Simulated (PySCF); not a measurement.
**Shapes and spin states of MoO(OH)2**

Level of theory: PBE0 in PySCF with Mo def2-TZVP with ECP28, O def2-TZVP, H def2-TZVP; scalar-relativistic core potentials, no spin–orbit coupling; density-fitted integrals.

Relaxations began from a few typed shapes and spin states; open shells are unrestricted. The search is not exhaustive: other isomers or separated fragments can lie lower, and high-lying points may rest on an excited occupation.

Task: Which is the lowest minimum found?
A. singlet (closed shell, unstable to spin polarisation) C2v: Mo–O 1.659 Å, Mo–O 1.854 Å (×2), O–H 0.959 Å (×2); H–O–Mo 131.2° (×2), O–Mo–O 119.2° (×2), O–Mo–O 121.5°
B. triplet Cs: Mo–O 1.662 Å, Mo–O 1.900 Å, Mo–O 1.909 Å, O–H 0.958 Å (×2); H–O–Mo 124.6°, H–O–Mo 133.1°, O–Mo–O 112.9°, O–Mo–O 119.8°, O–Mo–O 127.3°
C. triplet C1: Mo–O 1.667 Å, Mo–O 1.897 Å, Mo–O 1.901 Å, O–H 0.959 Å (×2); H–O–Mo 125.6°, H–O–Mo 130.1°, O–Mo–O 113.2°, O–Mo–O 120.5°, O–Mo–O 126.0°
D. broken-symmetry Ms = 0 (⟨S²⟩ 0.59) Cs: Mo–O 1.657 Å, Mo–O 1.869 Å, Mo–O 1.873 Å, O–H 0.958 Å (×2); H–O–Mo 132.8°, H–O–Mo 134.2°, O–Mo–O 116.8°, O–Mo–O 121.6° (×2)
E. broken-symmetry Ms = 0 (⟨S²⟩ 0.68) C2v: Mo–O 1.661 Å, Mo–O 1.876 Å (×2), O–H 0.959 Å (×2); H–O–Mo 129.7° (×2), O–Mo–O 115.9°, O–Mo–O 122.1° (×2)
F. triplet C2v: Mo–O 1.663 Å, Mo–O 1.902 Å (×2), O–H 0.958 Å (×2); H–O–Mo 128.9° (×2), O–Mo–O 109.4°, O–Mo–O 125.3° (×2)
G. singlet (closed shell, unstable to spin polarisation) Cs: Mo–O 1.656 Å, Mo–O 1.845 Å, Mo–O 1.855 Å, O–H 0.958 Å (×2); H–O–Mo 134.3°, H–O–Mo 140.5°, O–Mo–O 114.9°, O–Mo–O 118.3°, O–Mo–O 126.8°

Result: C. The others lie at 1.8 (triplet C2v, a saddle point), 10.9 (triplet Cs, a saddle point), 15.1 (broken-symmetry Ms = 0 C2v), 19.6 (broken-symmetry Ms = 0 Cs), 26.8 (singlet C2v), 27.1 (singlet Cs) kJ/mol above it.

For the lowest minimum: open d and f shells are described by one determinant, and the ground state may have another occupation or spin.

The electron or spin density has lower symmetry than the nuclear frame for the broken-symmetry Ms = 0 (⟨S²⟩ 0.68) C2v at 15.1 kJ/mol, broken-symmetry Ms = 0 (⟨S²⟩ 0.59) Cs at 19.6 kJ/mol.
